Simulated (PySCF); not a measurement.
GeH7NSi. Atoms are numbered in the order given.

```xyz
10

Si     0.6000    -1.1813     0.0000
N     -0.7051    -2.3297     0.0000
Ge    -0.0915     1.1110     0.0000
H      1.4278    -1.4218     1.2214
H      1.4278    -1.4218    -1.2214
H     -1.2837    -2.3994     0.8307
H     -1.2837    -2.3994    -0.8307
H     -0.9584     1.4175     1.2407
H      1.0926     2.1007     0.0000
H     -0.9584     1.4175    -1.2407
```
Charge 0, spin multiplicity 1.

The structure is a stationary point at PBE0-D3(BJ)/def2-SVP. The structure was generated by enumeration, and PubChem lists no compound with its InChIKey, so it may never have been made. Other conformers were not sampled.

These are r2SCAN/def2-TZVPD in PySCF values and carry that method's errors.

Symmetry labels are those of the subgroup Cs that the program uses (full group Cs).

Computed valence orbital energies around the gap with their symmetry:
```tsv
orbital	symmetry	energy (eV)
HOMO−7	A'	-13.07
HOMO−6	A"	-12.63
HOMO−5	A'	-10.03
HOMO−4	A"	-8.90
HOMO−3	A'	-8.56
HOMO−2	A"	-8.23
HOMO−1	A'	-7.96
HOMO	A'	-6.10
LUMO	A'	-0.63
LUMO+1	A"	0.12
LUMO+2	A'	0.25
LUMO+3	A'	0.52
```
